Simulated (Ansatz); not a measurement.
Reaction (ligand exchange at a Zr–N bond): `CC(C)[NH][Zr]([F])([F])[NH]C(C)C` + H–F → `CC(C)[NH][Zr]([F])([F])[F]` + `CC(C)N`

Computed with Ansatz on PBE0-D4/def2-TZVP structures; ΔE is electronic, products minus reactants. CCSD(T)/CBS adds triple-zeta CCSD(T) − MP2 to the extrapolated MP2 energy (def2 sets, frozen cores). This one scheme is used for every species. Functionals use def2-TZVPP. HSE06 is defined as in plane-wave codes. def2 core potentials past Kr. For Zr outer-core shells are correlated without core-valence functions, which leaves a few kJ/mol of doubt a bond. One conformer a species, not always the lowest.

Task: Is it downhill or uphill in electronic energy at CCSD(T)/CBS, and by how much? (Best estimate.)

Result: Ansatz gave: Downhill: ΔE = -102.1 kJ/mol.

Task: What do these levels give: revPBE-D4, BHLYP-D4, PBE, PBE0, HSE06, MP2/def2-SVP, CCSD/def2-SVP, HF/def2-TZVPP, CCSD/def2-TZVPP, SCS-MP2/def2-QZVPP, MP2/CBS(def2), CCSD/CBS(def2)? (Estimate.)

Result: Ansatz gave: revPBE-D4 -108.5, BHLYP-D4 -114.2, PBE -123.6, PBE0 -121.6, HSE06 -121.0, MP2/def2-SVP -110.8, CCSD/def2-SVP -116.7, HF/def2-TZVPP -139.7, CCSD/def2-TZVPP -106.5, SCS-MP2/def2-QZVPP -106.9, MP2/CBS(def2) -97.9, CCSD/CBS(def2) -107.9 kJ/mol.

Largest T1 diagnostic among the species: 0.015.

Leaving LDA and LC-ωPBE aside and taking each functional with its dispersion term where it has one, the values, not all of them listed here, spread over 14.1 kJ/mol, from B97M-V to revPBE-D4. LDA lies +16.4 kJ/mol from PBE without D4. In def2-TZVPP, CCSD(T) changes the Hartree–Fock value by +39.0 kJ/mol (the triples alone add +5.8 kJ/mol) and MP2 by +43.2 kJ/mol. At CCSD(T), def2-SVP lies −10.0 kJ/mol from the extrapolated value and def2-TZVPP +1.3 kJ/mol.
